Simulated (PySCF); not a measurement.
## Bond length, frequency and bond energy of TeH by level of theory

State: ²Π (doublet), unpaired electrons π ↑. Set-up: PySCF, scalar-relativistic core potentials, basis sets Te aug-cc-pVDZ-PP with ECP28, H aug-cc-pVDZ. De refers to Te + H in their high-spin ground configurations, without counterpoise correction. The functionals are run spin-unrestricted. A positive dipole means Te(−)H(+).

```csv
Level,Re (Å),ωe (cm⁻¹),De (eV),μ (D)
UHF,1.651,2254,1.85,0.23
UHF-MP2,1.655,2197,2.63,n/a
UHF-SCS-MP2,1.659,2179,2.69,n/a
UHF-CCSD,1.664,2132,2.75,n/a
UHF-CCSD(T),1.666,2117,2.79,n/a
PBE,1.683,2063,2.95,0.08
TPSS,1.675,2103,3.08,0.07
r²SCAN,1.668,2130,2.93,0.15
B3LYP,1.673,2104,2.97,0.08
PBE0,1.666,2149,2.89,0.15
B97-3,1.668,2141,2.89,0.12
HSE06,1.668,2140,2.91,0.13
```

Which functional lies closest to UHF-CCSD(T) in De, which farthest, and by how much do they differ from it?

Closest is PBE0 (+0.0 pm in Re, +1.5 % in ωe, +0.10 eV in De against UHF-CCSD(T) in the same basis), farthest TPSS (+0.9 pm in Re, -0.7 % in ωe, +0.29 eV in De). CCSD(T) converges more slowly with the basis than the functionals do and binds too weakly in this one, so the order can change at the basis-set limit.

What does a quarter of exact exchange do here, going from PBE to PBE0?

PBE0 less PBE: -1.7 pm in Re, +4.2 % in ωe, -0.06 eV in De. Exact exchange removes part of the self-interaction that spreads semilocal densities, and in most molecules shortens and stiffens the bond and lowers De; so it does here.

What does the step from GGA to meta-GGA do here, going from PBE to r²SCAN?

r²SCAN less PBE: -1.5 pm in Re, +3.2 % in ωe, -0.02 eV in De. 

Correlated steps freeze 4 core orbitals. Correlated levels converge slowly with the basis: in double zeta they bind strong bonds too weakly, by up to about 1 eV, and carry superposition errors of some tenths. Spin–orbit coupling is left out, which matters for elements this heavy, above all for dissociation energies. The state was picked by a PBE0 search and need not be the measured ground state.
